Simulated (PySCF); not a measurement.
Electronic structure of Hg(2+) (mercury, charge +2) at the UHF level

Configuration: [Xe] 4f14 5d9 6s1, high-spin 3D determinant (an excited configuration). Calculation: PySCF 2.14, in x2c-TZVPPall; the spin-free X2C one-electron Hamiltonian (Gaussian nucleus).

```
Total energy                                                  : -19618.739533 hartree
One-electron energy                                           : -26822.9362 hartree
Hartree (Coulomb) energy                                      : 7576.0753 hartree
Exchange energy                                               : -371.8786 hartree
⟨S²⟩                                                          : 2.0021
⟨L²⟩                                                          : 6.020
Sum of ⟨r⟩                                                    : 41.31 bohr
Sum of ⟨r²⟩                                                   : 45.01 bohr²
Traceless quadrupole moment −½Σ⟨3z² − r²⟩ along its main axis : -0.568 e·bohr²
Langevin diamagnetic susceptibility                           : -35.6 ×10⁻⁶ cm³/mol
```

```json
{"shell": "1s α", "electrons": "1", "mean orbital energy (eV)": "-83582.6", "spread (eV)": "0", "rms radius, mean of both spins (bohr)": "0.0187"}
{"shell": "1s β", "electrons": "1", "mean orbital energy (eV)": "-83582.5", "spread (eV)": "0", "rms radius, mean of both spins (bohr)": "0.0187"}
{"shell": "2s α", "electrons": "1", "mean orbital energy (eV)": "-14985.7", "spread (eV)": "0", "rms radius, mean of both spins (bohr)": "0.0755"}
{"shell": "2s β", "electrons": "1", "mean orbital energy (eV)": "-14985.5", "spread (eV)": "0", "rms radius, mean of both spins (bohr)": "0.0755"}
{"shell": "2p α", "electrons": "3", "mean orbital energy (eV)": "-12982.0", "spread (eV)": "0.188", "rms radius, mean of both spins (bohr)": "0.0694"}
{"shell": "2p β", "electrons": "3", "mean orbital energy (eV)": "-12981.8", "spread (eV)": "0.028", "rms radius, mean of both spins (bohr)": "0.0694"}
{"shell": "3s α", "electrons": "1", "mean orbital energy (eV)": "-3644.5", "spread (eV)": "0", "rms radius, mean of both spins (bohr)": "0.193"}
{"shell": "3s β", "electrons": "1", "mean orbital energy (eV)": "-3644.3", "spread (eV)": "0", "rms radius, mean of both spins (bohr)": "0.193"}
{"shell": "3p α", "electrons": "3", "mean orbital energy (eV)": "-3053.7", "spread (eV)": "0.331", "rms radius, mean of both spins (bohr)": "0.195"}
{"shell": "3p β", "electrons": "3", "mean orbital energy (eV)": "-3053.6", "spread (eV)": "0.249", "rms radius, mean of both spins (bohr)": "0.195"}
{"shell": "3d α", "electrons": "5", "mean orbital energy (eV)": "-2402.1", "spread (eV)": "0.365", "rms radius, mean of both spins (bohr)": "0.179"}
{"shell": "3d β", "electrons": "5", "mean orbital energy (eV)": "-2402.0", "spread (eV)": "0.447", "rms radius, mean of both spins (bohr)": "0.179"}
{"shell": "4s α", "electrons": "1", "mean orbital energy (eV)": "-857.65", "spread (eV)": "0", "rms radius, mean of both spins (bohr)": "0.424"}
{"shell": "4s β", "electrons": "1", "mean orbital energy (eV)": "-857.27", "spread (eV)": "0", "rms radius, mean of both spins (bohr)": "0.424"}
{"shell": "4p α", "electrons": "3", "mean orbital energy (eV)": "-659.77", "spread (eV)": "0.682", "rms radius, mean of both spins (bohr)": "0.452"}
{"shell": "4p β", "electrons": "3", "mean orbital energy (eV)": "-659.50", "spread (eV)": "0.412", "rms radius, mean of both spins (bohr)": "0.452"}
{"shell": "4d α", "electrons": "5", "mean orbital energy (eV)": "-414.57", "spread (eV)": "0.850", "rms radius, mean of both spins (bohr)": "0.481"}
{"shell": "4d β", "electrons": "5", "mean orbital energy (eV)": "-414.22", "spread (eV)": "0.908", "rms radius, mean of both spins (bohr)": "0.481"}
{"shell": "5s α", "electrons": "1", "mean orbital energy (eV)": "-162.97", "spread (eV)": "0", "rms radius, mean of both spins (bohr)": "0.967"}
{"shell": "5s β", "electrons": "1", "mean orbital energy (eV)": "-160.98", "spread (eV)": "0", "rms radius, mean of both spins (bohr)": "0.967"}
{"shell": "4f α", "electrons": "7", "mean orbital energy (eV)": "-143.33", "spread (eV)": "0.765", "rms radius, mean of both spins (bohr)": "0.527"}
{"shell": "4f β", "electrons": "7", "mean orbital energy (eV)": "-143.09", "spread (eV)": "0.464", "rms radius, mean of both spins (bohr)": "0.527"}
{"shell": "5p α", "electrons": "3", "mean orbital energy (eV)": "-107.00", "spread (eV)": "1.634", "rms radius, mean of both spins (bohr)": "1.11"}
{"shell": "5p β", "electrons": "3", "mean orbital energy (eV)": "-104.62", "spread (eV)": "1.187", "rms radius, mean of both spins (bohr)": "1.11"}
{"shell": "5d α", "electrons": "5", "mean orbital energy (eV)": "-39.550", "spread (eV)": "1.967", "rms radius, mean of both spins (bohr)": "1.50"}
{"shell": "5d β", "electrons": "4", "mean orbital energy (eV)": "-38.078", "spread (eV)": "1.416", "rms radius, mean of both spins (bohr)": "1.50"}
{"shell": "6s α", "electrons": "1", "mean orbital energy (eV)": "-27.655", "spread (eV)": "0", "rms radius, mean of both spins (bohr)": "2.64"}
```

Spin-orbit coupling, absent here, splits the open shell strongly.

Densities and radii are taken from the X2C orbitals without a picture-change correction, which distorts them close to the nucleus.

Spin-orbit constants ζ (cm⁻¹) from the X2C one-electron operator on these orbitals: bare nucleus, nucleus screened by l(l+1)(2l+1)/3 electrons, and screened by the Breit-Pauli mean field of the electrons.

| shell | bare | screened nucleus | mean field |
| --- | --- | --- | --- |
| 2p | 9660000 | 9419000 | n/a |
| 3p | 2162000 | 2108000 | n/a |
| 3d | 334900 | 293000 | n/a |
| 4p | 518600 | 505600 | n/a |
| 4d | 71280 | 62370 | n/a |
| 4f | 14500 | 9426 | n/a |
| 5p | 85350 | 83220 | n/a |
| 5d | 7388 | 6465 | n/a |

To first order the Landé constant is A = -3232 cm⁻¹, so the lowest level has J = 3 and lies 0.801 eV below the centre of the term. This holds in LS coupling only.
